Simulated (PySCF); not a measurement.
Relaxation of singlet TaNI₂

All numbers come from PySCF, PBE, basis Ta def2-SVP with ECP60, N def2-SVP, I def2-SVP with ECP28 (scalar-relativistic core potentials, no spin–orbit coupling, density fitting). A (50,194) grid was used.

A hand-made trigonal planar start, of C2v symmetry, held to at least that symmetry:

Coordinates in bohr (charge 0 multiplicity 1):
```
Ta   -0.6906   -1.1962    0.0000
N    -2.4481   -4.2402    0.0000
I     4.5817   -1.1962    0.0000
I    -3.3268    3.3697    0.0000
```

Optimiser trace:
| step | E − E(last) (kJ/mol) | largest gradient (Eh/bohr) |
| --- | --- | --- |
| 0 | 73.67 | 0.10270 |
| 1 | 12.20 | 0.01033 |
| 2 | 6.94 | 0.01547 |
| 3 | 2.27 | 0.00380 |
| 4 | 0.48 | 0.00289 |
| 5 | 0.02 | 0.00058 |
| 6 | 0.00 | 0.00022 |
| 7 | 0.00 | 0.00005 |

It ends at C2v with Ta–I 2.705 Å (×2), Ta–N 1.696 Å; I–Ta–I 139.2°, I–Ta–N 110.4° (×2) (after a last refinement on a finer grid). The frequency run here used a shortcut that can spoil soft modes, so no verdict on minimum or saddle point is given. Other isomers or separated fragments may lie lower.

No spin–orbit coupling is included, which matters more the heavier the element.
